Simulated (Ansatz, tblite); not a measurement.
Removing an electron: ZnMe(SiH3) (CH₆SiZn). Total charge 0; singlet. Geometry: PBE-D4/def2-SVP. Ansatz, gas phase; energy differences of separate SCF runs; the oxidised species was run as a doublet alone.

```xyz
9

Zn   -0.051   -0.193   -0.146
C    -0.424   -1.732   -1.291
H     0.502   -2.107   -1.774
H    -1.142   -1.470   -2.097
H    -0.863   -2.569   -0.708
Si    0.410    1.677    1.249
H    -0.843    2.289    1.832
H     1.121    2.788    0.512
H     1.290    1.317    2.423
```

The xTB rows come from tblite.

```json
{"level": "GFN1-xTB", "−HOMO (eV)": "10.00", "vertical IE (eV)": "12.58", "−LUMO (eV)": "6.86", "HOMO–LUMO gap (eV)": "3.14"}
{"level": "GFN2-xTB", "−HOMO (eV)": "9.03", "vertical IE (eV)": "11.90", "−LUMO (eV)": "5.06", "HOMO–LUMO gap (eV)": "3.97"}
{"level": "PBE-D4/def2-TZVP", "−HOMO (eV)": "6.01", "vertical IE (eV)": "8.86", "−LUMO (eV)": "1.53", "HOMO–LUMO gap (eV)": "4.47"}
{"level": "r2SCAN-D4/def2-TZVP", "−HOMO (eV)": "6.23", "vertical IE (eV)": "8.90", "−LUMO (eV)": "1.30", "HOMO–LUMO gap (eV)": "4.92"}
{"level": "PBE0-D4/def2-TZVP", "−HOMO (eV)": "7.04", "vertical IE (eV)": "8.98", "−LUMO (eV)": "0.80", "HOMO–LUMO gap (eV)": "6.23"}
```

Relaxing the oxidised species (PBE-D4/def2-SVP) changes its energy by -0.46 eV at PBE-D4/def2-TZVP, so the adiabatic ionisation energy to this nearest minimum is 8.39 eV. At PBE0-D4/def2-TZVP it is 8.48 eV.    Raw xTB energy differences between charge states are shifted by several eV; the methods need an empirical correction for them.
